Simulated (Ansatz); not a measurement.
`[F][W]([F])([F])([F])=[S]` + H₂O → `[OH][W]([F])([F])([F])=[S]` + H–F at 298.15 K and 1 bar (formal hydrolysis of a W–F bond).

Computed with Ansatz on PBE0-D4/def2-TZVP structures; ΔE is electronic, products minus reactants. CCSD(T)/CBS adds triple-zeta CCSD(T) − MP2 to the extrapolated MP2 energy (def2 sets, frozen cores). This one scheme is used for every species. Elements past krypton have def2 core potentials. For W outer-core shells are correlated without core-valence functions, which leaves a few kJ/mol of doubt a bond. One conformer a species, not always the lowest.

```tsv
species	CCSD(T)/CBS energy (Eh)	H − E (kJ/mol)	S (J/(mol·K))
`[F][W]([F])([F])([F])=[S]`	-864.13195	50.9	350.6
H₂O	-76.37941	66.4	188.7
`[OH][W]([F])([F])([F])=[S]`	-840.10627	80.8	374.2
H–F	-100.39570	33.5	173.6
```

H − E and S are ideal-gas, rigid-rotor, harmonic terms from PBE0-D4/def2-TZVP, for one conformer and one mirror image of each species. 1 Eh = 2625.50 kJ/mol, R = 8.31446 J/(mol·K).

**Question.** By hand: ΔE, ΔH, ΔS and ΔG.

**Answer.** ΔE = (-840.10627) + (-100.39570) − (-864.13195) − (-76.37941) = 0.00939 Eh = 24.7 kJ/mol. Δ(H − E) = 80.8 + 33.5 − 50.9 − 66.4 = -3.0, so ΔH = 21.7 kJ/mol. ΔS = 374.2 + 173.6 − 350.6 − 188.7 = 8.5 J/(mol·K). ΔG = 21.7 − 298.15 × (8.5)/1000 = 19.2 kJ/mol.

**Question.** By hand: the equilibrium constant, and the temperature at which ΔG would vanish if ΔH and ΔS stayed fixed.

**Answer.** log₁₀ K = −ΔG/(RT ln 10) = -3.4. ΔG = 0 at ΔH/ΔS = 2553 K, far beyond where these terms or the molecules hold.

The number of gas molecules stays the same, so ΔS is small and ΔH decides. A doubt of 5 kJ/mol in ΔE shifts log₁₀ K by 0.9 here. Other conformers and mirror images would add mixing entropy, several J/(mol·K) or more a flexible species. These are equilibria of isolated gas molecules and say nothing of rates. Largest T1 diagnostic: 0.021 (customary marks: 0.02 for closed shells, 0.045 for open ones).
